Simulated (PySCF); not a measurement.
# Spinor energies of I⁺ (iodine, charge +1)

Start: [Kr] 4d10 5s2 5p4; 5p1/2 filled at m_j = -1/2, +1/2; 5p3/2 filled at m_j = +1/2, +3/2. Calculated with PySCF 2.14 in x2c-SVPall-2c: generalised Hartree-Fock with the X2C-1e Hamiltonian and a Gaussian nucleus; one run each with spin-orbit coupling (SO) switched off, then screened by Boettger's factors.

```json
{"spinor shell": "1s1/2", "electrons": "2", "ε, spin-free (eV)": "-33339.5", "ε, screened SO (eV)": "-33335.7", "weight of nominal j (screened SO)": "1.000", "rms radius, screened SO (bohr)": "0.0312"}
{"spinor shell": "2s1/2", "electrons": "2", "ε, spin-free (eV)": "-5258.8", "ε, screened SO (eV)": "-5257.6", "weight of nominal j (screened SO)": "1.000", "rms radius, screened SO (bohr)": "0.127"}
{"spinor shell": "2p1/2", "electrons": "2", "ε, spin-free (eV)": "-4715.4", "ε, screened SO (eV)": "-4923.3", "weight of nominal j (screened SO)": "1.000", "rms radius, screened SO (bohr)": "0.109"}
{"spinor shell": "2p3/2", "electrons": "4", "ε, spin-free (eV)": "-4715.4", "ε, screened SO (eV)": "-4621.3", "weight of nominal j (screened SO)": "1.000", "rms radius, screened SO (bohr)": "0.115"}
{"spinor shell": "3s1/2", "electrons": "2", "ε, spin-free (eV)": "-1112.4", "ε, screened SO (eV)": "-1112.0", "weight of nominal j (screened SO)": "1.000", "rms radius, screened SO (bohr)": "0.334"}
{"spinor shell": "3p1/2", "electrons": "2", "ε, spin-free (eV)": "-931.89", "ε, screened SO (eV)": "-971.99", "weight of nominal j (screened SO)": "1.000", "rms radius, screened SO (bohr)": "0.327"}
{"spinor shell": "3p3/2", "electrons": "4", "ε, spin-free (eV)": "-931.89", "ε, screened SO (eV)": "-913.38", "weight of nominal j (screened SO)": "1.000", "rms radius, screened SO (bohr)": "0.338"}
{"spinor shell": "3d3/2", "electrons": "4", "ε, spin-free (eV)": "-661.67", "ε, screened SO (eV)": "-668.52", "weight of nominal j (screened SO)": "1.000", "rms radius, screened SO (bohr)": "0.311"}
{"spinor shell": "3d5/2", "electrons": "6", "ε, spin-free (eV)": "-661.67", "ε, screened SO (eV)": "-656.55", "weight of nominal j (screened SO)": "1.000", "rms radius, screened SO (bohr)": "0.314"}
{"spinor shell": "4s1/2", "electrons": "2", "ε, spin-free (eV)": "-221.17", "ε, screened SO (eV)": "-220.94", "weight of nominal j (screened SO)": "1.000", "rms radius, screened SO (bohr)": "0.788"}
{"spinor shell": "4p1/2", "electrons": "2", "ε, spin-free (eV)": "-161.95", "ε, screened SO (eV)": "-169.71", "weight of nominal j (screened SO)": "1.000", "rms radius, screened SO (bohr)": "0.828"}
{"spinor shell": "4p3/2", "electrons": "4", "ε, spin-free (eV)": "-161.95", "ε, screened SO (eV)": "-158.16", "weight of nominal j (screened SO)": "1.000", "rms radius, screened SO (bohr)": "0.853"}
{"spinor shell": "4d3/2", "electrons": "4", "ε, spin-free (eV)": "-72.626", "ε, screened SO (eV)": "-73.532", "weight of nominal j (screened SO)": "0.992", "rms radius, screened SO (bohr)": "0.995"}
{"spinor shell": "4d5/2", "electrons": "6", "ε, spin-free (eV)": "-72.626", "ε, screened SO (eV)": "-71.711", "weight of nominal j (screened SO)": "0.994", "rms radius, screened SO (bohr)": "0.998"}
{"spinor shell": "5s1/2", "electrons": "2", "ε, spin-free (eV)": "-32.356", "ε, screened SO (eV)": "-32.278", "weight of nominal j (screened SO)": "0.999", "rms radius, screened SO (bohr)": "2.08"}
{"spinor shell": "5p3/2", "electrons": "2", "ε, spin-free (eV)": "-19.932", "ε, screened SO (eV)": "-20.268", "weight of nominal j (screened SO)": "0.751", "rms radius, screened SO (bohr)": "2.51"}
{"spinor shell": "5p1/2", "electrons": "2", "ε, spin-free (eV)": "-19.932", "ε, screened SO (eV)": "-19.731", "weight of nominal j (screened SO)": "0.700", "rms radius, screened SO (bohr)": "2.48"}
```

```csv
quantity,spin-free,screened SO
E (hartree),-7110.56593,-7112.67511
M_J,2,2
⟨J²⟩,6.007,6.016
⟨L²⟩,2.005,2.361
⟨S²⟩,2.002,1.858
```

Each row is a mean over spinors that exchange with the open shell spreads, by up to 4.616 eV (5s1/2).

Rows whose weight is well below 1 are mixtures of j = l ± 1/2: exchange outweighs spin-orbit coupling there, and the label is only the starting occupation.

Breit and QED terms are absent; they matter most for the inner s and p1/2 levels.

Densities and radii are taken from the X2C orbitals without a picture-change correction, which distorts them close to the nucleus.

Without spin-orbit coupling the j labels of p, d and f shells carry no meaning; the spin-free column gives the mean over the occupied spinors of each nl shell.
